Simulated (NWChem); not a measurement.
Species: C2H2BrF; SMILES C=C(F)Br

Results from NWChem. Pople sets run with spherical d functions. The geometry was optimised at B3LYP/6-31G* (spherical d). B3LYP is NWChem's, with the RPA form of VWN correlation. Level: B3LYP/6-31G* with SMD (1 M gas to 1 M solution), gas-phase geometry.

Q: What does the run give for solvent n-hexane? Quantities: solvation free energy (kcal/mol); cavity-dispersion-structure term (kcal/mol); dipole in solution (D).

A: 
| Quantity | Result |
|---|---|
| solvation free energy (kcal/mol) | -2.3 |
| cavity-dispersion-structure term (kcal/mol) | -1.5 |
| dipole in solution (D) | 1.49 |
